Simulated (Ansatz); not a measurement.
Consider the formal exchange of groups at the Si–F bond: `N[SiH](F)CO` + `C=O` → `N[SiH](C=O)CO` + H–F.

Program: Ansatz. Geometries: PBE0-D4/def2-TZVP. ΔE: electronic, gas phase. CBS: MP2 limit from def2 TZ/QZ plus the TZ coupled-cluster correction, frozen cores. This one scheme is used for every species. DFT in def2-TZVPP. B3LYP here is the variant with VWN-RPA as its local correlation; programs differ in this. Each species was taken in one conformer, which may not be the lowest.

`N[SiH](F)CO`:

```xyz
11

N    -1.720   -0.078   -0.097
Si   -0.338   -0.347    0.843
F    -0.182    0.651    2.093
C     1.141   -0.102   -0.289
O     0.858    1.003   -1.140
H    -2.655   -0.238    0.236
H    -1.680    0.619   -0.823
H    -0.377   -1.699    1.448
H     1.302   -1.024   -0.865
H     2.043    0.069    0.313
H     1.609    1.148   -1.720
```

`C=O`:

Cartesian coordinates in Å:
```
C 0.002 0.003 -0.003
O -0.506 -0.850 0.663
H 0.692 -0.235 -0.837
H -0.188 1.081 0.178
```

`N[SiH](C=O)CO`:

Z-matrix (Å, degrees):
```
Si
C 1 1.924
N 1 1.714 2 110.8
C 1 1.885 2 106.6 3 115.3
H 1 1.490 2 105.7 3 -126.7
O 2 1.208 1 120.6 3 177.5
H 2 1.119 1 120.2 3 -4.9
H 3 1.007 1 121.5 2 -74.8
H 3 1.010 1 116.0 2 145.6
O 4 1.422 1 107.4 2 -169.2
H 4 1.099 1 109.2 2 -48.2
H 4 1.098 1 109.2 2 68.9
H 10 0.960 4 108.9 1 -179.7
```

H–F:

Z-matrix (Å, degrees):
```
F
H 1 0.920
```

| species | B3LYP-D4 energy (Eh) |
| --- | --- |
| `N[SiH](F)CO` | -561.29273 |
| `C=O` | -114.55645 |
| `N[SiH](C=O)CO` | -575.29005 |
| H–F | -100.49283 |

Problem. Work out ΔE.

Solution. ΔE = (-575.29005) + (-100.49283) − (-561.29273) − (-114.55645) = 0.06630 Eh = +174.1 kJ/mol. CCSD(T)/CBS gives +171.2 kJ/mol.

Largest T1 diagnostic among the species: 0.015.

The D4 term adds −6.6 kJ/mol with B3LYP and −3.8 kJ/mol with PBE0; it sums over pairs of atoms, weighted by their polarisabilities, and B3LYP, whose exchange is more repulsive, gets the larger term. From PBE to PBE0 (25 % exact exchange), in def2-TZVPP and without D4, ΔE moves by +5.7 kJ/mol. In def2-TZVPP, CCSD(T) changes the Hartree–Fock value by −26.1 kJ/mol (the triples alone add −4.2 kJ/mol) and MP2 by −24.5 kJ/mol.
